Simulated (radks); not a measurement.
The numbers below are computed, except where a source is named.
Ionisation of neutral holmium, [Xe] 4f11 6s2, to Ho+, [Xe] 4f11 6s1, under several functionals. Dirac Kohn-Sham, spin-unpolarised, spherical densities, point nucleus; open shells fill j = l - 1/2 first; a radial shooting solver on a logarithmic mesh with Libxc functionals.

functional                                      E(Ho) (hartree)  Exc (hartree)  IE (eV)  -e(HOMO) (eV)  <r> HOMO (bohr)  IE error (eV)
exchange-only B88                                   -12625.8211      -269.0791    5.732          1.618           0.8755         -0.290
LDA (Slater exchange, Perdew-Wang correlation)      -12620.4083      -263.6359    6.523          2.842           0.8693         +0.502
AM05                                                -12620.7142      -263.9461    6.265          2.691           0.8684         +0.243
PW91                                                -12629.9131      -273.2351    6.347          2.684           0.8695         +0.326
PBE                                                 -12628.5049      -271.8072    6.310          2.626           0.8698         +0.289

NIST Atomic Spectra Database: 6.022 eV (measured). Closest: AM05. The Delta-SCF values span 0.79 eV, the total energies 9.50 hartree. The highest occupied level is 4f7/2. Spin polarisation and multiplet splitting are left out, so open shells lie too high by an amount that depends on their filling.

Beside tabulated values, note that spin-unpolarised runs miss the spin-polarisation part of the exchange energy of open shells.
